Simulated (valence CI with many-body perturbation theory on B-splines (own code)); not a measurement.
# Dy⁴³⁺: what the settings do

Computed by configuration interaction combined with many-body perturbation theory (CI+MBPT): five valence electrons over a frozen Dirac-Fock core [Ar], a basis of 6 s, 6 p, 5 d, 5 f, 1 g functions for each j, with the one-electron correlation potential Σ1, the two-electron term Σ2, the three-electron term Σ3, Breit, model QED; selected CI, second order for the rest, scaled by the run's own slope (own B-spline code, finite nucleus).

No measured spectrum was set against this ion. As an estimate, large intervals hold to a few tenths of a per cent, small ones and those within an open d or f shell to about a per cent. Among the levels kept, up to 410 cm⁻¹ of a level comes from second order outside the variational space, and about a tenth of that is noise between levels of different J, which matters for small intervals. Only levels of the ground parity were solved; by the run's estimate the other parity begins above the list, which can be wrong where configurations are misplaced.

The reference run has the lowest level (3d3/2^4 3d5/2) J=5/2 and an ionisation energy of 3444.73 eV. Its largest variational space holds 9999 state functions.

Levels are named by their leading jj configuration (3d3/2^4 stands for four electrons in 3d with j = 3/2), which in mixed levels can hold well under half, so a name can repeat and another be missing. Letters in brackets count levels of one name in rising energy.

Changed runs:
A. screening of Σ1 on → off
B. highest l in the core sums 6 → 7
C. natural orbitals for correlation on → off; logarithmic knot step 0.27 → 0.4
D. correlating orbitals by l 3 3 3 3 1 → 0 0 0 0 0 (bad on purpose)

Excitation energies of the reference run in cm⁻¹, and shifts in cm⁻¹:

| Level | Reference | A | B | C | D |
| --- | --- | --- | --- | --- | --- |
| (3d3/2^3 3d5/2^2) J=5/2 [a] | 244668 | +167 | -2.3 | -1057 | -1351 |
| (3d3/2^3 3d5/2^2) J=7/2 [a] | 329672 | +167 | -2.1 | +37 | -41 |
| (3d3/2^3 3d5/2^2) J=3/2 [a] | 339908 | +170 | -2.1 | +281 | +309 |
| (3d3/2^3 3d5/2^2) J=11/2 | 340772 | +168 | -2.0 | -216 | -366 |
| (3d3/2^3 3d5/2^2) J=9/2 | 374732 | +175 | -2.1 | +344 | +315 |
| (3d3/2^3 3d5/2^2) J=5/2 [b] | 395656 | +182 | -2.2 | +715 | +772 |
| (3d3/2^3 3d5/2^2) J=1/2 | 412291 | +191 | -2.3 | +828 | +960 |
| (3d3/2^3 3d5/2^2) J=7/2 [b] | 431715 | +175 | -2.0 | +1207 | +1394 |
| (3d3/2^3 3d5/2^2) J=3/2 [b] | 530701 | +205 | -2.1 | +2289 | +2854 |
| (3d3/2^2 3d5/2^3) J=5/2 [a] | 570203 | +329 | -4.3 | -693 | -928 |
| (3d3/2^2 3d5/2^3) J=7/2 [a] | 624973 | +342 | -4.4 | -478 | -725 |
| (3d3/2^2 3d5/2^3) J=11/2 | 630798 | +341 | -4.3 | -820 | -1167 |
| Ionisation energy (eV) | 3444.73 | -0.09 | -0.018 | -0.41 | -0.47 |
